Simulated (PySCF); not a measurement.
Members of one series of related molecules.

All values: PBE0/pcSseg-1 (PySCF) at GFN2-xTB geometries, gas phase, one conformer each.

Task: Rank by dipole moment, highest first.
A. `[CH3:1][CH2:2][C@@H:3]([CH3:4])[C@@H:5]([O:6][CH3:7])[C:8](=[O:9])[Cl:10]` with C1–C2–C3–C4 66°, C2–C3–C5–O6 -57°, C3–C5–O6–C7 -167°, C3–C5–C8–O9 -112°
B. `[CH2:1]=[CH:2][C@@H:3]([C:4](=[O:5])[Cl:6])[C@H:7]([CH3:8])[CH2:9][CH3:10]` with C1–C2–C3–C4 97°, C2–C3–C4–O5 -109°, C2–C3–C7–C8 -169°, C3–C7–C9–C10 -75°
C. `[CH3:1][CH2:2][C@@H:3]([CH3:4])[C@H:5]([F:6])[C:7](=[O:8])[Cl:9]` with C1–C2–C3–C4 172°, C2–C3–C5–F6 -63°, C3–C5–C7–O8 -64°
D. `[CH3:1][CH2:2][C@H:3]([CH3:4])[CH2:5][C:6](=[O:7])[Cl:8]` with C1–C2–C3–C4 -68°, C2–C3–C5–C6 -72°, C3–C5–C6–O7 -11°

Result: B (3.19 D), D (3.00 D), C (2.70 D), A (2.52 D).

All values together:

```json
{"SMILES": "CC[C@H](C)CC(=O)Cl", "change": "parent", "formula": "C6H11ClO", "μ (D)": "3.00", "HOMO (eV)": "-8.51", "LUMO (eV)": "-0.96", "lowest IAO charge (e)": "-0.418 (C)", "highest IAO charge (e)": "+0.377 (C)", "lowest Hirshfeld charge (e)": "-0.186 (O)", "highest Hirshfeld charge (e)": "+0.195 (C)"}
{"SMILES": "CC[C@@H](C)[C@@H](OC)C(=O)Cl", "change": "H replaced by OCH3", "formula": "C7H13ClO2", "μ (D)": "2.52", "HOMO (eV)": "-7.90", "LUMO (eV)": "-1.12", "lowest IAO charge (e)": "-0.419 (C)", "highest IAO charge (e)": "+0.347 (C)", "lowest Hirshfeld charge (e)": "-0.183 (O)", "highest Hirshfeld charge (e)": "+0.182 (C)"}
{"SMILES": "C=C[C@@H](C(=O)Cl)[C@H](C)CC", "change": "H replaced by vinyl", "formula": "C8H13ClO", "μ (D)": "3.19", "HOMO (eV)": "-7.75", "LUMO (eV)": "-1.15", "lowest IAO charge (e)": "-0.421 (C)", "highest IAO charge (e)": "+0.372 (C)", "lowest Hirshfeld charge (e)": "-0.201 (O)", "highest Hirshfeld charge (e)": "+0.189 (C)"}
{"SMILES": "CC[C@@H](C)[C@H](F)C(=O)Cl", "change": "H replaced by F", "formula": "C6H10ClFO", "μ (D)": "2.70", "HOMO (eV)": "-8.60", "LUMO (eV)": "-1.30", "lowest IAO charge (e)": "-0.426 (C)", "highest IAO charge (e)": "+0.340 (C)", "lowest Hirshfeld charge (e)": "-0.199 (O)", "highest Hirshfeld charge (e)": "+0.176 (C)"}
{"SMILES": "CC[C@@H](C)[C@@H](C)C(=O)Cl", "change": "H replaced by CH3", "formula": "C7H13ClO", "μ (D)": "3.00", "HOMO (eV)": "-8.26", "LUMO (eV)": "-1.01", "lowest IAO charge (e)": "-0.425 (C)", "highest IAO charge (e)": "+0.373 (C)", "lowest Hirshfeld charge (e)": "-0.174 (O)", "highest Hirshfeld charge (e)": "+0.200 (C)"}
```

Conformers: `[CH3:1][CH2:2][C@H:3]([CH3:4])[CH2:5][C:6](=[O:7])[Cl:8]` with C1–C2–C3–C4 -68°, C2–C3–C5–C6 -72°, C3–C5–C6–O7 -11°; `[CH3:1][CH2:2][C@@H:3]([CH3:4])[C@@H:5]([O:6][CH3:7])[C:8](=[O:9])[Cl:10]` with C1–C2–C3–C4 66°, C2–C3–C5–O6 -57°, C3–C5–O6–C7 -167°, C3–C5–C8–O9 -112°; `[CH2:1]=[CH:2][C@@H:3]([C:4](=[O:5])[Cl:6])[C@H:7]([CH3:8])[CH2:9][CH3:10]` with C1–C2–C3–C4 97°, C2–C3–C4–O5 -109°, C2–C3–C7–C8 -169°, C3–C7–C9–C10 -75°; `[CH3:1][CH2:2][C@@H:3]([CH3:4])[C@H:5]([F:6])[C:7](=[O:8])[Cl:9]` with C1–C2–C3–C4 172°, C2–C3–C5–F6 -63°, C3–C5–C7–O8 -64°; `[CH3:1][CH2:2][C@@H:3]([CH3:4])[C@@H:5]([CH3:6])[C:7](=[O:8])[Cl:9]` with C1–C2–C3–C4 174°, C2–C3–C5–C6 -178°, C3–C5–C7–O8 -31°.

Task: Give the shifts from the parent, `CC[C@H](C)CC(=O)Cl`.

Result: 
```tsv
SMILES	change in μ (D)	change in HOMO (eV)	change in LUMO (eV)
CC[C@@H](C)[C@@H](OC)C(=O)Cl	-0.48	+0.61	-0.16
C=C[C@@H](C(=O)Cl)[C@H](C)CC	+0.19	+0.76	-0.19
CC[C@@H](C)[C@H](F)C(=O)Cl	-0.30	-0.09	-0.34
CC[C@@H](C)[C@@H](C)C(=O)Cl	0.00	+0.25	-0.05
```
